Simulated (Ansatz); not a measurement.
Computed with Ansatz.

A structure relaxed at PBE0-D4/def2-TZVP, charge 0, multiplicity 1:

Cartesian coordinates in Å:
```
C -0.882 -0.536 2.826
C -1.288 -1.698 1.946
O -0.472 -1.849 0.807
In -0.114 -0.333 -0.410
O -0.952 1.429 -0.104
C -0.799 2.493 -1.022
C -1.330 3.760 -0.392
O 1.053 -0.535 -1.990
C 1.773 -1.722 -2.229
C 2.556 -2.204 -1.027
H -0.994 0.417 2.295
H -1.508 -0.486 3.721
H 0.159 -0.642 3.144
H -2.344 -1.592 1.660
H -1.206 -2.635 2.512
H -1.347 2.286 -1.951
H 0.255 2.632 -1.302
H -2.382 3.641 -0.127
H -0.773 3.997 0.517
H -1.239 4.601 -1.084
H 1.102 -2.521 -2.576
H 2.462 -1.507 -3.055
H 3.249 -1.431 -0.687
H 1.884 -2.466 -0.201
H 3.136 -3.099 -1.271
```

Q: Give its formula and SMILES.

A: C6H15InO3, `CC[O][In]([O]CC)[O]CC`.

Q: Point group (tolerance 0.08 Å, 0.16 Å for H)?

A: C1.

Q: Summarise the bond lengths by kind.

A: 3 × C–C 1.511 to 1.514 Å; 15 × C–H 1.092 to 1.099 Å; 3 × C–O 1.409 to 1.414 Å; 3 × In–O 1.974 to 1.976 Å.
